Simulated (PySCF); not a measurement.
Species: C3H4ClNSi.
SMILES: `C#C[Si@H](Cl)N=C`

Torsions of this conformer, `[CH:1]#[C:2][Si@H:3]([Cl:4])[N:5]=[CH2:6]`: C2–Si3–N5–C6 -1°.

The closed-shell ground state was solved at several levels (PySCF, density fitting, gas phase, non-relativistic). Isolated species at its PBE0-D3(BJ)/def2-SVP geometry (one conformer only).

```json
{"level": "B97-2/pcSseg-2", "basis functions": "286", "total energy (Eh)": "-921.2391", "HOMO (eV)": "-7.34", "LUMO (eV)": "-1.52", "gap (eV)": "5.82", "dipole (D)": "3.16"}
{"level": "B3LYP/6-31G*", "basis functions": "100", "total energy (Eh)": "-921.1405", "HOMO (eV)": "-7.15", "LUMO (eV)": "-1.33", "gap (eV)": "5.82", "dipole (D)": "3.35"}
{"level": "PBE0/IGLO-III", "basis functions": "268", "total energy (Eh)": "-920.7563", "HOMO (eV)": "-7.57", "LUMO (eV)": "-1.43", "gap (eV)": "6.14", "dipole (D)": "2.87"}
{"level": "wB97X-D/pcSseg-2", "basis functions": "286", "total energy (Eh)": "-921.1892", "HOMO (eV)": "-9.49", "LUMO (eV)": "0.38", "gap (eV)": "9.87", "dipole (D)": "3.28"}
{"level": "PBE0/STO-3G", "basis functions": "42", "total energy (Eh)": "-910.1809", "HOMO (eV)": "-4.91", "LUMO (eV)": "1.75", "gap (eV)": "6.66", "dipole (D)": "3.19"}
{"level": "PBE0/def2-TZVP", "basis functions": "222", "total energy (Eh)": "-920.7614", "HOMO (eV)": "-7.56", "LUMO (eV)": "-1.41", "gap (eV)": "6.15", "dipole (D)": "2.99"}
{"level": "mPW1PW91/pcSseg-2", "basis functions": "286", "total energy (Eh)": "-921.2416", "HOMO (eV)": "-7.63", "LUMO (eV)": "-1.48", "gap (eV)": "6.15", "dipole (D)": "3.18"}
{"level": "BHandHLYP/pcSseg-2", "basis functions": "286", "total energy (Eh)": "-921.1555", "HOMO (eV)": "-8.94", "LUMO (eV)": "-0.30", "gap (eV)": "8.64", "dipole (D)": "3.37"}
{"level": "LC-wPBE/pcSseg-2", "basis functions": "286", "total energy (Eh)": "-920.9126", "HOMO (eV)": "-10.34", "LUMO (eV)": "0.90", "gap (eV)": "11.24", "dipole (D)": "3.36"}
{"level": "PBE0/pcSseg-0", "basis functions": "70", "total energy (Eh)": "-919.4030", "HOMO (eV)": "-7.42", "LUMO (eV)": "-1.45", "gap (eV)": "5.97", "dipole (D)": "4.17"}
{"level": "PBE0/pcSseg-2", "basis functions": "286", "total energy (Eh)": "-920.7752", "HOMO (eV)": "-7.60", "LUMO (eV)": "-1.48", "gap (eV)": "6.12", "dipole (D)": "3.18"}
{"level": "PBE0/def2-SVP", "basis functions": "112", "total energy (Eh)": "-920.3048", "HOMO (eV)": "-7.43", "LUMO (eV)": "-1.25", "gap (eV)": "6.18", "dipole (D)": "3.03"}
{"level": "PBE0/6-311+G(2d,p)", "basis functions": "202", "total energy (Eh)": "-920.7420", "HOMO (eV)": "-7.61", "LUMO (eV)": "-1.49", "gap (eV)": "6.12", "dipole (D)": "3.07"}
```

What might PBE0/6-31G (70 basis functions) give for the same quantities?

Total energy -920.5079 Eh, HOMO -7.35 eV, LUMO -1.34 eV, gap 6.01 eV, dipole 4.17 D.

How much does the basis alone move the frontier levels among the 8 PBE0 rows (the withheld one included)?

The HOMO by 2.70 eV and the LUMO by 3.24 eV. By rising basis size (HOMO, LUMO in eV): STO-3G -4.91, 1.75; pcSseg-0 -7.42, -1.45; 6-31G -7.35, -1.34; def2-SVP -7.43, -1.25; 6-311+G(2d,p) -7.61, -1.49; def2-TZVP -7.56, -1.41; IGLO-III -7.57, -1.43; pcSseg-2 -7.60, -1.48.

In the pcSseg-2 basis, how does the gap go with the fixed share of exact exchange?

B97-2 (21 %) 5.82 eV; PBE0 (25 %) 6.12 eV; mPW1PW91 (25 %) 6.15 eV; BHandHLYP (50 %) 8.64 eV. Each rise in the share widens the gap here.

How far do the dipole and the HOMO energy spread over the levels?

The dipole runs from 2.87 to 4.17 D (mean 3.31 D) and the HOMO from -10.34 to -4.91 eV.

wB97X-D is run here without its empirical dispersion term; that term would change no orbital, density or response property at a fixed geometry.
